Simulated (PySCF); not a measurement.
# One molecule, several mistakes: AlBH4OSi

Calculated results; nothing here was measured. The program is PySCF 2.14.0, an open-source quantum chemistry code, run on an isolated molecule that a program drew, which may never have been made. The molecule is AlBH4OSi (charge 0, singlet), drawn as the SMILES string `[Al][O]B[SiH3]`.

Each row is a Hartree-Fock (HF) and frozen-core CCSD(T) single point in the cc-pV(D+d)Z basis, meant for a local HF minimum. Run 1 is clean. Each other run has one planted mistake out of seven kinds, and not every kind appears here: one electron removed, one electron added, multiplicity raised by two, geometry at a saddle point, minimal basis STO-3G, one bond length entered in bohr, all coordinates scaled. The reference is restricted for singlets and unrestricted otherwise, and also for a bond in bohr. Adding or removing an electron swaps singlet and doublet. Electrons count all cores. HOMO and LUMO are orbital energies over both spins, the gradient is its largest component, and the lowest frequency (negative if imaginary) is given only where the gradient is small. Bond lengths are over the 7 bonds as drawn. T1 is the CCSD diagnostic: over 0.02 (restricted) or 0.045 (unrestricted) a single reference is doubtful.

Geometry of the clean run:
```xyz
8
AlBH4OSi, angstrom
Al   -0.7576   -0.0053    3.2545
O    -0.1257   -0.8089    1.8796
B     0.3994   -1.4606    0.8275
Si   -0.3332   -1.1990   -1.0786
H     1.3269   -2.2169    1.0144
H    -0.7811   -2.4976   -1.6513
H     0.7276   -0.6659   -1.9763
H    -1.4842   -0.2579   -1.1214
```

| run | electrons | basis functions | <S^2> | HOMO (eV) | LUMO (eV) | gradient (hartree/bohr) | lowest frequency (cm^-1) | mean bond (Å) | longest bond (Å) | T1 | HF (hartree) | CCSD(T) (hartree) | mistake |
|---|---|---|---|---|---|---|---|---|---|---|---|---|---|
| 1 | 44 | 94 | 0.000 | -9.02 | 1.22 | 1.9e-05 | 41 | 1.5417 | 2.059 | 0.0171 | -632.80984 | -633.28435 | no fault |
| 2 | 43 | 94 | 0.830 | -13.24 | -7.57 | 1.1e-01 | - | 1.5417 | 2.059 | 0.0347 | -632.48774 | -632.94996 | one electron removed |
| 3 | 44 | 32 | 0.000 | -5.71 | 8.27 | 3.7e-02 | - | 1.5417 | 2.059 | 0.0210 | -625.22034 | -625.42350 | minimal basis STO-3G |
| 4 | 44 | 94 | 0.000 | -8.70 | 1.37 | 9.4e-02 | - | 1.3998 | 1.869 | 0.0150 | -632.73176 | -633.19832 | ? |
| 5 | 44 | 94 | 2.014 | -5.95 | -1.06 | 3.4e-02 | - | 1.5417 | 2.059 | 0.0323 | -632.66346 | -633.13780 | ? |

**Which mistake was planted in run 4, and what did it cost?**

The mean and the longest bond both change by the same factor, 0.908, and the gradient is no longer small. So the mistake is: all coordinates scaled. Subtracting run 1 and multiplying by 627.51 kcal/mol a hartree, the energy moved by 49.0 kcal/mol in HF and 54.0 kcal/mol in CCSD(T).

**Which mistake was planted in run 5, and what did it cost?**

Electrons, basis and geometry are unchanged, and <S^2> is 2.014, beside S(S+1) = 2.00 for a multiplicity of 3. So the mistake is: multiplicity raised by two. Subtracting run 1 and multiplying by 627.51 kcal/mol a hartree, the energy moved by 91.9 kcal/mol in HF and 92.0 kcal/mol in CCSD(T).

Cautions from the logs. Run 3: T1 is over the limit, so its CCSD(T) energy is less reliable.
